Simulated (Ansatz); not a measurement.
A structure relaxed at PBE0-D4/def2-TZVP, charge 0, multiplicity 1:

```xyz
8

F     1.9055    0.3603    0.7847
Ge    0.3157   -0.0836    0.2351
Se   -1.0880   -0.5043    2.0558
Se   -0.2433    1.8123   -1.0198
Se    0.4816   -2.1015   -0.9313
H    -1.4660    0.9132    2.1268
H    -1.4760    1.1670   -1.4924
H     1.5706   -1.5634   -1.7589
```

(1) Give its formula and SMILES.

(2) Summarise the bond lengths by kind.

Results:

(1) FGeH3Se3, `[F][Ge]([SeH])([SeH])[SeH]`.

(2) 1 × F–Ge 1.740 Å; 3 × Ge–Se 2.337 to 2.341 Å; 3 × H–Se 1.469 to 1.470 Å.

All numbers were calculated with Ansatz.
